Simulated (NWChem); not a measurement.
System: C₄H₄OSi; SMILES [Si@H]1(C#C)OC=C1

Here is an NWChem input.

```
start job
memory heap 200 mb stack 900 mb global 1100 mb
geometry units angstroms noautosym nocenter noautoz
  C     -0.016617    -2.827437    -0.481686
  C     -0.004657    -1.685653    -0.066786
  Si    -0.031474     0.007420     0.594066
  C     -1.111005     1.289149    -0.170099
  C      0.057235     1.824304    -0.581494
  O      1.135136     1.046331    -0.164040
  H     -0.018760    -3.828831    -0.853128
  H      0.150143    -0.049996     2.062456
  H     -2.116759     1.645608    -0.331264
  H      0.306175     2.715429    -1.156050
end
basis spherical
  * library pcsseg-1
end
dft
  xc xpbe96 cpbe96
  iterations 150
end
property
  shielding
end
task dft property
```

NWChem printed, in part:

```
             Northwest Computational Chemistry Package (NWChem) 7.3.0
             --------------------------------------------------------

                             Geometry "geometry" -> ""
                             -------------------------

 Output coordinates in angstroms (scale by  1.889725989 to convert to a.u.)

  No.       Tag          Charge          X              Y              Z
 ---- ---------------- ---------- -------------- -------------- --------------
    1 C                    6.0000    -0.01661700    -2.82743700    -0.48168600
    2 C                    6.0000    -0.00465700    -1.68565300    -0.06678600
    3 Si                  14.0000    -0.03147400     0.00742000     0.59406600
    4 C                    6.0000    -1.11100500     1.28914900    -0.17009900
    5 C                    6.0000     0.05723500     1.82430400    -0.58149400
    6 O                    8.0000     1.13513600     1.04633100    -0.16404000
    7 H                    1.0000    -0.01876000    -3.82883100    -0.85312800
    8 H                    1.0000     0.15014300    -0.04999600     2.06245600
    9 H                    1.0000    -2.11675900     1.64560800    -0.33126400
   10 H                    1.0000     0.30617500     2.71542900    -1.15605000

 Effective nuclear repulsion energy (a.u.)     251.1814760306

  pbe96 is a nonlocal functional; adding pw91lda local functional.
                              NWChem Property Module
                              ----------------------

  itol2e modified to match energy
  convergence criterion.

                                 NWChem DFT Module
                                 -----------------

 Summary of "ao basis" -> "ao basis" (spherical)
 ------------------------------------------------------------------------------
       Tag                 Description            Shells   Functions and Types
 ---------------- ------------------------------  ------  ---------------------
 C                          pcsseg-1                 7       17   3s3p1d
 Si                         pcsseg-1                10       24   4s5p1d
 O                          pcsseg-1                 7       17   3s3p1d
 H                          pcsseg-1                 3        5   2s1p

  itol2e modified to match energy
  convergence criterion.

            General Information
            -------------------
          SCF calculation type: DFT
          Wavefunction type:  closed shell.
          No. of atoms     :    10
          No. of electrons :    50
           Alpha electrons :    25
            Beta electrons :    25
          Charge           :     0
          Spin multiplicity:     1
          Use of symmetry is: off; symmetry adaption is: off
          Maximum number of iterations: 150
          AO basis - number of functions:   129
                     number of shells:    57
          Convergence on energy requested:  1.00D-07
          Convergence on density requested:  1.00D-05
          Convergence on gradient requested:  5.00D-04

              XC Information
              --------------
          PerdewBurkeErnzerhof Exchange Functional  1.000
            Perdew 1991 LDA Correlation Functional  1.000 local
           PerdewBurkeErnz. Correlation Functional  1.000 non-local

             Grid Information
             ----------------
          Grid used for XC integration:  fine
          Radial quadrature: Mura-Knowles
          Angular quadrature: Lebedev.
          Tag              B.-S. Rad. Rad. Pts. Rad. Cut. Ang. Pts.
          ---              ---------- --------- --------- ---------
          C                   0.70       70          14.0       590
          Si                  1.10      123          12.0       770
          O                   0.60       70          13.0       590
          H                   0.35       60          15.0       590
          Grid pruning is: on
          Number of quadrature shells:   713
          Spatial weights used:  Erf1

[...]

          -----------------------------------------
          Chemical Shielding Tensors (GIAO, in ppm)
          -----------------------------------------

                                NWChem CPHF Module
                                ------------------

  scftype          =     RHF
  nclosed          =       25
  nopen            =        0
  variables        =     2600
  # of vectors     =        3
  tolerance        = 0.10D-03
  level shift      = 0.00D+00
  max iterations   =       50
  max subspace     =       30

 SCF residual:    4.2220691464306561E-005

Iterative solution of linear equations
  No. of variables     2600
  No. of equations        3
  Maximum subspace       30
        Iterations       50
       Convergence  1.0D-04

   iter   nsub   residual    time
   ----  ------  --------  ---------
     1      3    1.65D-05      54.4

      Atom:    1  C
        Diamagnetic
    247.3983     -0.3957     -0.2731
     -0.3957    277.2384     11.2520
     -0.2731     11.2520    251.2370

        Paramagnetic
   -246.4413      0.3734     -0.1259
      0.3734    -83.1365     68.6484
     -0.1259     68.6484   -224.2056

        Total Shielding Tensor
      0.9570     -0.0223     -0.3991
     -0.0223    194.1019     79.9004
     -0.3991     79.9004     27.0314

           isotropic =      74.0301
          anisotropy =     228.1976

          Principal Components and Axis System
                 1           2           3
              226.1619     -5.0502      0.9787

      1        -0.0008      0.0602      0.9982
      2         0.9281     -0.3717      0.0231
      3         0.3724      0.9264     -0.0556

      Atom:    2  C
        Diamagnetic
    239.6116     -0.7301     -0.3063
     -0.7301    282.1626     15.2135
     -0.3063     15.2135    245.0120

        Paramagnetic
   -240.9923      3.4689     -0.2452
      3.4689    -30.6547     76.3630
     -0.2452     76.3630   -210.2140

        Total Shielding Tensor
     -1.3807      2.7388     -0.5515
      2.7388    251.5079     91.5765
     -0.5515     91.5765     34.7980

           isotropic =      94.9751
          anisotropy =     285.1012

          Principal Components and Axis System
                 1           2           3
              285.0426     -2.0410      1.9236

      1         0.0083      0.9156     -0.4019
      2         0.9391     -0.1453     -0.3115
      3         0.3436      0.3748      0.8611

      Atom:    3  Si
        Diamagnetic
    881.5264      1.1356     -1.0485
      1.1356    885.4454     -2.5999
     -1.0485     -2.5999    879.3764

        Paramagnetic
   -470.0550      8.2365     -7.8122
      8.2365   -587.2132    -30.1859
     -7.8122    -30.1859   -573.9894

        Total Shielding Tensor
    411.4715      9.3721     -8.8607
      9.3721    298.2322    -32.7858
     -8.8607    -32.7858    305.3870

           isotropic =     338.3636
          anisotropy =     112.8191

          Principal Components and Axis System
                 1           2           3
              413.5763    332.6932    268.8212

      1         0.9869      0.1610     -0.0076
      2         0.1129     -0.6570      0.7454
      3        -0.1150      0.7365      0.6665

      Atom:    4  C
        Diamagnetic
    265.1940      0.4515     -1.9405
      0.4515    250.6687    -10.9552
     -1.9405    -10.9552    240.6654

        Paramagnetic
   -216.2220     52.9240    -27.3249
     52.9240   -179.9290     56.1243
    -27.3249     56.1243   -121.9636

        Total Shielding Tensor
     48.9720     53.3755    -29.2655
     53.3755     70.7397     45.1691
    -29.2655     45.1691    118.7018

           isotropic =      79.4712
          anisotropy =      99.7297

          Principal Components and Axis System
                 1           2           3
              145.9577    107.0807    -14.6247

      1         0.0398      0.7214      0.6913
      2         0.5350      0.5690     -0.6245
      3         0.8439     -0.3947      0.3633

      Atom:    5  C
        Diamagnetic
    266.3941     -3.1376      0.3853
     -3.1376    253.6956     -9.9607
      0.3853     -9.9607    242.9493

        Paramagnetic
   -272.8626     58.0903    -27.3561
     58.0903   -278.8923     73.6298
    -27.3561     73.6298   -204.7271

        Total Shielding Tensor
     -6.4685     54.9528    -26.9708
     54.9528    -25.1966     63.6691
    -26.9708     63.6691     38.2222

           isotropic =       2.1857
          anisotropy =    -157.9300

          Principal Components and Axis System
                 1           2           3
             -103.1010     78.2531     31.4049

      1        -0.5340      0.1014      0.8394
      2         0.7280      0.5600      0.3955
      3        -0.4299      0.8223     -0.3729

      Atom:    6  O
        Diamagnetic
    393.7700     -4.4022      1.7944
     -4.4022    398.5653    -14.8631
      1.7944    -14.8631    383.0669

        Paramagnetic
   -262.3718    -39.9809     38.3394
    -39.9809   -246.0813     98.6243
     38.3394     98.6243   -186.3784

        Total Shielding Tensor
    131.3983    -44.3831     40.1338
    -44.3831    152.4840     83.7612
     40.1338     83.7612    196.6885

           isotropic =     160.1903
          anisotropy =     151.8400

          Principal Components and Axis System
                 1           2           3
              261.4169    172.9934     46.1605

      1         0.0429      0.8179      0.5738
      2         0.5979     -0.4811      0.6411
      3         0.8004      0.3156     -0.5097

      Atom:    7  H
        Diamagnetic
     27.2400     -0.0739     -0.0619
     -0.0739     39.7417      4.5220
     -0.0619      4.5220     28.7299

        Paramagnetic
     -2.7548     -0.0048      0.0569
     -0.0048     -4.4302     -0.1761
      0.0569     -0.1761     -2.5075

        Total Shielding Tensor
     24.4852     -0.0787     -0.0050
     -0.0787     35.3115      4.3459
     -0.0050      4.3459     26.2224

[...]
```

Level: PBE/pcSseg-1, GIAO. The geometry was optimised at B3LYP/6-31G* (spherical d). The printed shielding anisotropy is the first printed principal value minus the mean of the other two.
